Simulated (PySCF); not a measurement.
# Arsenic: a sound run and one with changed settings

Sound run: As [Ar] 3d10 4s2 4p3, As⁺ [Ar] 3d10 4s2 4p2. All numbers are calculated (PySCF 2.14, scalar relativity by spin-free X2C-1e, in aug-cc-pVDZ-DK (6s5p3d, 36 functions)). In the sound run the correlated levels freeze [Ar] 3d10. The sound run starts from symmetry-adapted Hartree-Fock orbitals and uses a fine grid where one is needed.

Changed run: the non-relativistic Hamiltonian (point nucleus). This setting is unsound on purpose.

| species | method | sound run (hartree) | changed run (hartree) | converged |
| --- | --- | --- | --- | --- |
| As | UHF | -2258.91786 | -2219.99425 | yes |
| As | B3LYP | -2260.65575 | -2221.73475 | yes |
| As | PBE | -2260.30276 | -2221.38252 | yes |
| As | MP2 | -2258.97437 | -2220.05152 | yes |
| As | CCSD(T) | -2258.99034 | -2220.06808 | yes |
| As⁺ | UHF | -2258.57112 | -2219.64609 | yes |
| As⁺ | B3LYP | -2260.29365 | -2221.37129 | yes |
| As⁺ | PBE | -2259.93894 | -2221.01728 | yes |
| As⁺ | MP2 | -2258.61388 | -2219.68951 | yes |
| As⁺ | CCSD(T) | -2258.63096 | -2219.70748 | yes |

Ionisation energy of As:

| method | sound run (eV) | changed run (eV) |
| --- | --- | --- |
| UHF | 9.435 | 9.474 |
| B3LYP | 9.853 | 9.890 |
| PBE | 9.900 | 9.939 |
| MP2 | 9.810 | 9.851 |
| SCS-MP2 | 9.678 | 9.720 |
| CCSD | 9.768 | 9.802 |
| CCSD(T) | 9.779 | 9.813 |

Most of the change in total energy is the relativistic energy itself. On top of that the contraction fixes the core shape for the Hamiltonian it was made with, so the changed run is not a good calculation with the other Hamiltonian either.

For comparison, NIST gives 9.789 eV between the lowest levels.
